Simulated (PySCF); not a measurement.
# Bonding in `[H]/N=C1/C[C@@H](F)[C@H](C#C)C1`

C7H8FN.
Atom-mapped SMILES: `[H]/[N:6]=[C:5]1\[CH2:4][C@@H:3]([C:2]#[CH:1])[C@H:8]([F:9])[CH2:7]1` (hydrogens: H10 on C1; H11 on C3; H12, H13 on C4; H14 on N6; H15, H16 on C7; H17 on C8)

Structure used (GFN2-xTB), in Å, numbered top down from 1:
```xyz
17
C7H8FN angstrom
C      2.3334   -1.3681    1.0606
C      1.7134   -0.6819    0.3016
C      0.9404    0.1561   -0.5945
C      0.1898    1.2502    0.1791
C     -1.1308    0.6219    0.5644
N     -1.9852    1.0143    1.3925
C     -1.3275   -0.6384   -0.2366
C     -0.1864   -0.6646   -1.2467
F     -0.5791   -0.0425   -2.4173
H      2.8910   -1.9659    1.7178
H      1.6019    0.5701   -1.3617
H      0.7432    1.6054    1.0493
H     -0.0120    2.1032   -0.4744
H     -1.7547    1.8727    1.8874
H     -1.2717   -1.5021    0.4262
H     -2.3015   -0.6453   -0.7240
H      0.1287   -1.6730   -1.5337
```

Bond orders from the PBE0/pcSseg-1 density (PySCF). Geometry: GFN2-xTB, one conformer, isolated molecule.

Task: How far do the computed orders between heavy atoms stray from the drawn ones?

Result: The largest departure is 0.458, at C1–C2 (drawn triple, 2.542). Drawn single, order below 0.88: C8–F9 (0.868). Drawn double or triple, more than 0.30 short of the drawn order: C1–C2 (2.542).

Task: Set the Mayer orders of the bonds between heavy atoms beside their lengths.

Result: 
| bond | drawn as | length (Å) | Mayer order |
| --- | --- | --- | --- |
| C1–C2 | triple | 1.196 | 2.542 |
| C2–C3 | single | 1.450 | 0.913 |
| C3–C4 | single | 1.536 | 0.996 |
| C4–C5 | single | 1.512 | 0.958 |
| C5–N6 | double | 1.253 | 2.119 |
| C5–C7 | single | 1.506 | 0.966 |
| C7–C8 | single | 1.524 | 1.000 |
| C8–F9 | single | 1.383 | 0.868 |
| C8–C3 | single | 1.539 | 0.985 |

By pair of heavy elements: C–C: lowest C2–C3 (0.913, 1.450 Å), highest C1–C2 (2.542, 1.196 Å); in 10 of the 21 pairs the longer bond (by over 0.003 Å) has the higher order (by 0.02 or more).

Task: And the bonds to hydrogen?

Result: C–H: 0.92 to 1.16 (7 bonds); H–N: 0.93 (1 bond).

Task: Sum the orders of all bonds at each heavy atom with more than one neighbour and set the sums beside the valence in the SMILES.

Result: C1 3.697 (drawn 4), C2 3.455 (drawn 4), C3 3.813 (drawn 4), C4 3.825 (drawn 4), C5 4.043 (drawn 4), N6 3.052 (drawn 3), C7 3.822 (drawn 4), C8 3.815 (drawn 4). Orders between atoms that aren't bonded are not in these sums.

The Mayer order sums products of elements of PS (density times overlap matrix) between the two atoms' basis functions, so it depends on the basis set.
